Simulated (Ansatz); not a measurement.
Ansatz (a first-principles code) input:

Ansatz 0.2 input:
```yaml
crystal:
  periodic: [false, false, false]
  atoms:
    - {symbol: Ge, position_ang: [-0.00000000, -0.00000000, -0.76210370]}
    - {symbol: Cl, position_ang: [0.00000000, 0.00000000, 1.43454814]}
basis:
  gaussian:
    orbitals: def2-TZVP
hamiltonian:
  xc: {name: wB97X-V}
magnetization: {spin_polarized: true, initial_magnetization: 1}
relax: {f_tol: 0.003, max_steps: 100}
```

Q: Which total energy does the run end on?

A: -2536.95215 Eh (wB97X-V/def2-TZVP). The basis has 85 functions.
